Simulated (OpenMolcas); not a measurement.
Ir3+ (d6) among equal point charges was computed by CASSCF with the d shell active (OpenMolcas, ANO-RCC-VDZP on the metal). Its lowest spin-free states, and all those of the highest spin:

| 2S+1 | Degeneracy | E (cm-1) |
| --- | --- | --- |
| 5 | 2 | 0.0 |
| 5 | 1 | 1348 |
| 5 | 1 | 1698 |
| 5 | 1 | 4584 |
| 3 | 2 | 16355 |
| 3 | 1 | 17445 |
| 3 | 1 | 17592 |
| 3 | 2 | 18062 |
| 3 | 1 | 18183 |
| 3 | 2 | 18739 |
| 3 | 1 | 19488 |
| 3 | 1 | 19590 |

Task: Is the site octahedral, tetrahedral or cube-like, axial, or of lower symmetry?

Result: The states with 2S+1 = 5 have orbital degeneracies 2, 1, 1, 1. There are pairs but no triples, so the site is axial: not cubic, but with a proper or improper axis of order three or more. The run had Ir3+ among 6 point charges of -1 e arranged as a tetragonal octahedron (D4h), 2.34 Å from the ion, with the axial distance 2.691 Å.

Spin-orbit coupling mixes the spin-free states strongly: the lowest level takes only 45 % from its leading state, 5E. Without dynamic correlation the repulsion within the d shell is too large (B by tens of per cent), so at a given field states of lower spin stand too high. Point charges give a weaker field than real ligands, and real ions of this kind are as a rule low spin; the high spin found here belongs to the model. The ground term spreads over less than 5000 cm-1, several times less than with real ligands, so orbital moments are less quenched and χT lies further from the spin-only value than at real sites. This is an electrostatic model: the charges have no orbitals. No measured value stands beside these numbers.
